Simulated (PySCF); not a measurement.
ethenyl silylformate (C3H6O2Si), SMILES C=COC(=O)[SiH3].

Coordinates come from a PBE0-D3(BJ)/def2-SVP optimisation. The values are those of a single conformer.

All values below come from SMD-ωB97X/6-31G* run with PySCF.

Solvation free energies are E(SMD) − E(gas) at the gas-phase geometry, for 1 M in both phases. In vacuum the dipole moment is 1.61 D.

### Question
Estimate the solvation free energies in water, 2-propanol, chloroform. (Estimate from the structure and the level; the computed values follow.)

### Answer

| solvent | ΔG(solv) (kcal/mol) | its non-electrostatic (CDS) part | dipole (D) |
|---|---|---|---|
| water | 1.3 | 6.2 | 2.28 |
| 2-propanol | -1.5 | 2.7 | 2.17 |
| chloroform | -1.6 | 0.9 | 1.95 |
